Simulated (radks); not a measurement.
Values are calculated unless marked as measured or tabulated.
All-electron atom: O in 1s1.5 2s2 2p4 3d0.5 (fractional occupations, a model configuration). Code: a radial shooting solver on a logarithmic mesh with Libxc functionals. Model: scalar-relativistic Kohn-Sham, PW91, spin-unpolarised, spherical densities, finite nucleus; Fermi nuclear charge, rms radius 2.6991 fm.

X-ray form factor f0, the Fourier transform of the density (f0(0) = 8):

| sin(theta)/lambda (1/angstrom) | f0 (electrons) |
|---|---|
| 0.05 | 7.307 |
| 0.1 | 6.873 |
| 0.15 | 6.208 |
| 0.2 | 5.448 |
| 0.25 | 4.685 |
| 0.3 | 3.981 |
| 0.4 | 2.854 |
| 0.5 | 2.109 |
| 0.6 | 1.653 |
| 0.8 | 1.220 |
| 1 | 1.040 |
| 1.25 | 0.896 |
| 1.5 | 0.764 |
| 2 | 0.526 |
